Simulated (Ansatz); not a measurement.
Computed with Ansatz on PBE0-D4/def2-TZVP structures; ΔE is electronic, products minus reactants. CCSD(T)/CBS is the MP2 limit (def2-TZVPP, def2-QZVPP) plus CCSD(T) − MP2 in def2-TZVPP, frozen cores. This one scheme is used for every species. For Zn outer-core shells are correlated without core-valence functions, which leaves a few kJ/mol of doubt a bond. Scalar relativity is left out up to krypton. One conformer a species, not always the lowest.

`[SiH3][O][Zn][Cl]` + `C[O][Al]([OH])[OH]` → `C[O][Zn][Cl]` + `[OH][Al]([OH])[O][SiH3]`  (redistribution)

```
                  species  MP2/def2-TZVPP energy (Eh)
      `[SiH3][O][Zn][Cl]`                 -2604.08016
     `C[O][Al]([OH])[OH]`                  -508.55454
           `C[O][Zn][Cl]`                 -2353.00323
`[OH][Al]([OH])[O][SiH3]`                  -759.62967
```

**Question.** Work out ΔE.

**Answer.** ΔE = (-2353.00323) + (-759.62967) − (-2604.08016) − (-508.55454) = 0.00180 Eh = +4.7 kJ/mol. CCSD(T)/CBS gives +4.0 kJ/mol.

Largest T1 diagnostic among the species: 0.015.
